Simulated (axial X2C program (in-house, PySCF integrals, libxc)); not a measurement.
What spin–orbit coupling does to GaP

All values were computed with an in-house relativistic program for diatomic molecules. Spin-free means the one-electron spin-free X2C Hamiltonian; two-component (2c) means X2C with spin–orbit coupling and atomic mean-field two-electron Coulomb and Gaunt terms, so the difference of the two also holds small scalar two-electron terms. Basis: Ga dyall-cv3z [9s9p7d4f1g], P dyall-v3z [8s7p2d1f] (cores contracted in-house); Gaussian nuclei, density fitting, unrestricted open shells. Masses: Ga 68.926 u, P 30.974 u.

Spin-free state: M_S = 1, Λ = 1 (beyond evenly filled blocks: σα, π+α, π+β, π-α); fragments Ga + P.

| level | Re (Å) | ωe (cm⁻¹) | De (eV) | μ (D) |
| --- | --- | --- | --- | --- |
| PBE0 | 2.229 | 360.0 | 1.948 | -2.26 |
| TPSS | 2.230 | 356.2 | 2.029 | -2.10 |

Dipoles are positive if P is the positive end.

Two-component determinant lowest at the distance of the search:

Ω = 2 (⟨Sz⟩ = 1.00, ⟨Lz⟩ = 1.00 at PBE0); fragments Ga + P.

```
level  Re (Å)  ωe (cm⁻¹)  μ (D)
 PBE0   2.229      359.9  -2.25
 TPSS   2.230      356.0  -2.09
```

Task: From the two tables, how do the constants change at the PBE0 level (2c against spin-free)?

Result: At the PBE0 level Re is unchanged within 0.001 Å and ωe is unchanged to within 0.2 cm⁻¹.

De is counted from the lowest determinant-based energies of the atoms at the same level, without counterpoise correction. De is not given where an atomic determinant may have missed its ground term or J level, or where the truncated virtual space spoils (T). Density functionals use the spin component along the axis (collinear). The functionals have no current-density term, which raises determinants with orbital currents, atoms included. The state is one determinant with fixed occupations, lowest in a PBE0 search at one distance only: followed along the bond, the spin-free determinant M_S = 1, Λ = 0 reaches 0.18 eV lower at PBE0, at Re = 2.455 Å, so the state shown is not the lowest. With several unpaired electrons one determinant need not be a pure state. Open-shell Ω = 0 determinants with evenly filled partner blocks cannot be reached by this program, so the Ω shown need not be the lowest component. At some level and bond length an empty orbital lies below a filled one.
